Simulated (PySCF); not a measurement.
FeO₂, SMILES [O]=[Fe]=[O] (connectivity only; charge and spin as stated), neutral, multiplicity 5. The structure is a stationary point at PBE0-D3(BJ)/def2-TZVP. The multiplicity is an assumed one; other spin states were not compared.

These are PBE0-D3(BJ)/def2-TZVP (PySCF) values and carry that method's errors.

Harmonic wavenumbers (cm⁻¹): 289, 942, 996. Rotational constants (GHz): 37.57, 8.446, 6.896; symmetry number 2.

### Question
Work out the zero-point energy and the ideal-gas rigid-rotor harmonic-oscillator thermochemistry at 298.15 K and 1 atm.

### Answer
ZPE = ½ Σ hcν = ½ × 2227 cm⁻¹ = 3.18 kcal/mol. H − E(el) = 5.88 kcal/mol. Entropy in cal/(mol K): translation 39.33, rotation 21.13, vibration 1.69, spin 3.20, total 65.36. G − E(el) = -13.61 kcal/mol. Cp = 10.47 cal/(mol K).
